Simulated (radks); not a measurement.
The numbers below are computed, except where a source is named.
Question: The strontium ion Sr36+, configuration 1s1 2p1 (not the ground configuration). Level of theory: Dirac Kohn-Sham, LDA (Slater exchange, Perdew-Wang correlation), spin-unpolarised, spherical densities, finite nucleus; open shells fill j = l - 1/2 first; Fermi nuclear charge, rms radius 4.224 fm (a radial shooting solver on a logarithmic mesh with Libxc functionals).

Spin-orbit splittings of the eigenvalues, e(l+1/2) - e(l-1/2), with zeta = 2 splitting/(2l+1) and mean radii in bohr:

shell  occ.  splitting (eV)  zeta (eV)  <r> j=l-1/2  <r> j=l+1/2
2p        1           92.22      61.48       0.1304       0.1339
3p        0           27.02      18.01       0.3319       0.3369
3d        0               ?          ?       0.2835       0.2853

Estimate the 3d splitting.

Answer: 8.300 eV (zeta = 3.320 eV).
